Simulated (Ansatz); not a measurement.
The cluster Si₂O₂⁻ (the lowest doublet isomer of a short search). Charge -1, multiplicity 2. Geometry PBE0-D4/def2-TZVPD, basis def2-TZVPD, Ansatz.

```xyz
4

Si    0.075    1.206    0.315
Si   -0.075   -1.206   -0.315
O    -0.875    0.247   -0.736
O     0.874   -0.247    0.737
```

```json
{"run": "A", "HOMO (eV)": "1.22", "LUMO (eV)": "2.73"}
{"run": "B", "HOMO (eV)": "1.46", "LUMO (eV)": "2.51"}
{"run": "C", "HOMO (eV)": "1.38", "LUMO (eV)": "2.74"}
{"run": "D", "HOMO (eV)": "1.02", "LUMO (eV)": "3.08"}
```

HSE06 is defined as in plane-wave codes, on full-range PBE exchange. The structure comes from a short search, and lower isomers may exist.

HOMO and LUMO are taken over both spins.

Problem. The runs used HSE06, PBE0, r2SCAN, r2SCANh. Estimate which is which.

Solution. A r2SCANh (10 % exact exchange); B r2SCAN (0 % exact exchange); C HSE06 (range-separated); D PBE0 (25 % exact exchange). Exact exchange lowers occupied and raises empty levels; among semilocal functionals meta-GGAs tend to open the gap a little, and such runs are hard to tell apart. The gap grows from 1.06 eV (r2SCAN) to 2.06 eV (PBE0). At r2SCANh-D4/def2-TZVPD, r2SCAN-D4/def2-TZVPD, HSE06-D4/def2-TZVPD, PBE0-D4/def2-TZVPD the highest occupied level of the charge -1 doublet lies above zero (up to 1.46 eV). By energy differences its removal costs 0.90 eV (vertical, to the charge 0 singlet, at r2SCAN-D4/def2-TZVPD); a positive level beside a positive removal energy at the same level points to self-interaction error.
